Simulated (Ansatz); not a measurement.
`[OH][Ti]([OH])([OH])[I]`. Charge 0, multiplicity 1. I: def2 effective core potential.

Z-matrix (Å, degrees):
```
Ti
O 1 1.782
O 1 1.774 2 110.0
O 1 1.776 2 108.8 3 123.9
I 1 2.604 2 110.6 3 -118.2
H 2 0.960 1 129.6 3 25.5
H 3 0.957 1 139.6 2 140.8
H 4 0.958 1 135.5 2 160.4
```

(1) What are the harmonic wavenumbers in cm⁻¹ at PBE0-D4/def2-TZVP (Ansatz, finite differences of forces, unscaled)? (An estimate is asked.)

(2) Is this a minimum?

(3) Give the ideal-gas thermochemistry at 298.15 K and 1 bar (rigid rotor, harmonic oscillator; point group C1, symmetry number 1).

Results:

(1) The calculation gave: 108, 116, 147, 167, 188, 216, 245, 275, 315, 366, 394, 480, 751, 806, 818, 3910, 3930, 3944.

(2) Yes, all 18 modes are real.

(3) Zero-point energy 102.7 kJ/mol; H(298) − E = 129.2 kJ/mol; entropy 398.9 J/(mol·K), of which translation 176.4, rotation 122.0, vibration 100.5; G(298) − E = 10.2 kJ/mol.
